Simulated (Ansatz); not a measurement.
Relaxation of CH$_{2}$BClOS (7 atoms, charge 0, multiplicity 1), to a largest force component of 0.015 eV/Å in at most 40 steps.

The calculation used RKS r2SCAN/def2-SVP (Ansatz 0.2.0).

```xyz
7
Properties=species:S:1:pos:R:3
O -1.431 1.360 0.775
C -0.477 0.714 0.795
B 0.057 0.079 -0.529
S 1.716 -0.974 -0.451
Cl -0.755 0.343 -2.150
H 0.033 0.562 1.738
H 2.458 0.239 -0.682
```

Question: Where does it end, and by what steps?

Answer: The forces met the threshold. After 18 steps the energy has fallen by 1.304 eV; H7 moved furthest, 1.08 Å.

```tsv
step	energy less start (eV)	largest force component (eV/Å)	accepted
0	0.0000	5.639	yes
1	-0.5147	1.188	yes
2	-0.2814	2.598	no
3	-0.5752	0.614	yes
4	-0.5701	0.549	no
5	-0.5970	0.146	yes
6	-0.6071	0.152	yes
7	-0.6320	0.198	yes
8	-0.6905	0.696	yes
9	-0.8080	0.861	yes
10	-0.9424	1.244	yes
11	-1.0893	1.291	yes
12	-1.2588	0.538	yes
13	-1.2741	0.715	yes
14	-1.2811	0.508	yes
15	-1.2980	0.155	yes
16	-1.3035	0.044	yes
17	-1.3038	0.074	yes
18	-1.3040	0.014	yes
```

```xyz
7
Properties=species:S:1:pos:R:3
O -1.707 1.174 0.795
C -0.600 0.682 0.858
B 0.268 0.316 -0.441
S 1.887 -0.381 -0.128
Cl -0.379 0.604 -2.040
H -0.137 0.462 1.866
H 2.270 -0.534 -1.416
```

Whether the end is a true minimum wasn't checked by a vibrational analysis.

Run time: 61 s on 2 threads of Arm Neoverse V1, with other jobs on the host, peak memory 0.19 GiB.
